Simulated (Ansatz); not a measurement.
Calculated with Ansatz (gas phase, PBE0-D4/def2-TZVP geometries, no zero-point term in ΔE). CCSD(T)/CBS adds triple-zeta CCSD(T) − MP2 to the extrapolated MP2 energy (def2 sets, frozen cores). This one scheme is used for every species. Functionals use def2-TZVPP. B3LYP here is the variant with VWN-RPA as its local correlation; programs differ in this. One conformer a species, not always the lowest.

`F[Si](Cl)(Cl)S[SiH2]Cl` → `F[Si](S)(Cl)Cl` + `[SiH]Cl`  (silylene formation by 1,1-elimination)

| level | ΔE (kJ/mol) | difference from CCSD(T)/CBS |
| --- | --- | --- |
| PBE-D4 | 258.3 | -3.7 |
| r2SCAN-D4 | 277.5 | 15.5 |
| B3LYP-D4 | 253.2 | -8.8 |
| ωB97X-V | 269.5 | 7.5 |
| B2PLYP | 247.3 | -14.7 |
| PBE | 242.8 | -19.2 |
| PBE0 | 257.8 | -4.2 |
| B3LYP | 228.2 | -33.8 |
| HF/def2-TZVPP | 237.5 | -24.5 |
| MP2/def2-TZVPP | 277.3 | 15.3 |
| SCS-MP2/def2-TZVPP | 262.0 | 0.0 |
| HF/def2-QZVPP | 237.6 | -24.4 |
| MP2/def2-QZVPP | 282.8 | 20.8 |
| HF/CBS(def2) | 237.7 | -24.3 |
| MP2/CBS(def2) | 286.9 | 24.9 |
| CCSD/CBS(def2) | 257.1 | -4.9 |
| CCSD(T)/CBS | 262.0 | 0 |

Largest T1 diagnostic among the species: 0.013.

The D4 term adds +25.0 kJ/mol with B3LYP and +14.0 kJ/mol with PBE0; it sums over pairs of atoms, weighted by their polarisabilities, and B3LYP, whose exchange is more repulsive, gets the larger term. In def2-TZVPP, CCSD(T) changes the Hartree–Fock value by +14.8 kJ/mol (the triples alone add +4.8 kJ/mol) and MP2 by +39.7 kJ/mol.
